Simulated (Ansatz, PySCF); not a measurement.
VOF2, SMILES [O]=[V]([F])[F] (connectivity only; charge and spin as stated), neutral, multiplicity 2. Atoms are numbered in the order given.

```xyz
4

V      0.0000     0.0000     0.0611
O      0.0000    -0.0008     1.6199
F      0.0000     1.5445    -0.7404
F      0.0000    -1.5437    -0.7420
```
Charge 0, spin multiplicity 2.

Geometry optimised at B3LYP-D3(BJ)/def2-SVP. The spin state was assumed, not searched.

Two levels are set side by side: PBE-D3(BJ)/def2-SVP (Ansatz, a first-principles code) and B3LYP-D3(BJ)/def2-SVP (PySCF). Each level has its own optimised geometry; the coordinates shown are those of the second. Differences are taken from unrounded values.

| quantity | B3LYP-D3(BJ) | PBE-D3(BJ) | PBE-D3(BJ) minus B3LYP-D3(BJ) |
|---|---|---|---|
| mean bond length (Å) | 1.680 | 1.685 | 0.006 |
| bond V1–O2 (Å) | 1.559 | 1.572 | 0.013 |
| bond V1–F3 (Å) | 1.740 | 1.742 | 0.002 |
| bond V1–F4 (Å) | 1.740 | 1.742 | 0.002 |

GGA bonds tend to be longer and softer than those of functionals with exact exchange. Differences between two approximate levels are no errors against the true value.
